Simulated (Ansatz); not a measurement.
C2H2F2OSi (SMILES FC1=CO[Si@H]1F) moved off its minimum; all values from Ansatz (a first-principles code), cores frozen in correlated methods.
(charge 0, multiplicity 1)
```xyz
8

F      2.1084    -0.3049     0.9773
C      0.9648     0.0265     0.3671
C      0.7883     1.1960    -0.4053
O     -0.6075     1.1094    -0.7184
Si    -0.8519    -0.1981     0.1603
F     -1.3803    -1.4553    -0.5814
H      1.3586     1.9603    -0.7689
H     -1.7132    -0.0229     1.3891
```

Forces at r2SCAN/def2-TZVPP (eV/Å):

```json
[
 {"atom": "F1", "Fx": "-0.308", "Fy": "-0.298", "Fz": "-0.035"},
 {"atom": "C2", "Fx": "1.012", "Fy": "2.864", "Fz": "-1.422"},
 {"atom": "C3", "Fx": "-1.928", "Fy": "-5.406", "Fz": "2.800"},
 {"atom": "O4", "Fx": "0.102", "Fy": "2.668", "Fz": "-2.108"},
 {"atom": "Si5", "Fx": "0.069", "Fy": "-1.079", "Fz": "2.987"},
 {"atom": "F6", "Fx": "-0.454", "Fy": "-0.812", "Fz": "-0.731"},
 {"atom": "H7", "Fx": "1.256", "Fy": "2.042", "Fz": "-0.855"},
 {"atom": "H8", "Fx": "0.251", "Fy": "0.022", "Fz": "-0.637"}
]
```

**Question.** Give the forces (eV/Å), the total energy and the dipole at CCSD(T)/aug-cc-pV(T+d)Z.

**Answer.** 
```
atom      Fx      Fy      Fz
----  ------  ------  ------
F1    -0.166  -0.340   0.039
C2     1.004   2.655  -1.304
C3    -1.697  -4.939   2.546
O4     0.035   2.655  -2.095
Si5   -0.319  -1.176   3.080
F6    -0.436  -0.851  -0.728
H7     1.266   2.007  -0.843
H8     0.314  -0.010  -0.696
```
Energy -640.9878 hartree, dipole 0.97 D.

Doubts at one or more of the structures used: a restricted determinant that unrestricted orbitals would lower (CCSD(T)/aug-cc-pV(T+d)Z).
